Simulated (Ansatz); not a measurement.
CH$_{7}$FOSSi$_{2}$, SMILES `CO[SiH2]S[SiH2]F`. Total charge 0; spin multiplicity 1. Geometry: relaxed with PBE0-D4/def2-TZVP. It is one conformer, not always the lowest.

```xyz
13

C    -0.103   -1.843    0.233
O    -0.993   -0.827   -0.180
Si   -0.773    0.219   -1.412
S    -0.380    2.212   -0.713
Si    0.653    1.729    1.065
F     1.892    0.760    0.758
H    -0.617   -2.806    0.189
H     0.789   -1.887   -0.401
H     0.212   -1.656    1.262
H     0.364   -0.248   -2.246
H    -2.017    0.330   -2.205
H     1.172    3.001    1.612
H    -0.198    1.014    2.039
```

(1) What is the dipole moment at ωB97M-V/def2-TZVPP? (Best estimate.)

(2) And with PBE, r2SCAN, B3LYP? (Estimate.)

(3) Give the Mulliken charges with ωB97M-V, B3LYP, PBE in def2-TZVPP. (An estimate is asked.)

Answers

(1) Computed: 1.24 D, with components (-0.01, -1.20, 0.32) D in this frame, pointing from negative to positive charge.

(2) Ansatz gave: PBE 1.22 D, r2SCAN 1.28 D, B3LYP 1.22 D.

(3) Ansatz gave: 
| atom | ωB97M-V | B3LYP | PBE |
| --- | --- | --- | --- |
| C1 | -0.17 | -0.11 | -0.12 |
| O2 | -0.37 | -0.38 | -0.30 |
| Si3 | 0.39 | 0.51 | 0.42 |
| S4 | -0.29 | -0.33 | -0.28 |
| Si5 | 0.46 | 0.58 | 0.50 |
| F6 | -0.31 | -0.33 | -0.28 |
| H7 | 0.13 | 0.11 | 0.11 |
| H8 | 0.12 | 0.10 | 0.09 |
| H9 | 0.12 | 0.10 | 0.10 |
| H10 | -0.03 | -0.07 | -0.07 |
| H11 | -0.02 | -0.06 | -0.05 |
| H12 | -0.02 | -0.06 | -0.06 |
| H13 | -0.02 | -0.06 | -0.06 |

B3LYP here is the variant with VWN-RPA as its local correlation; programs differ in this.
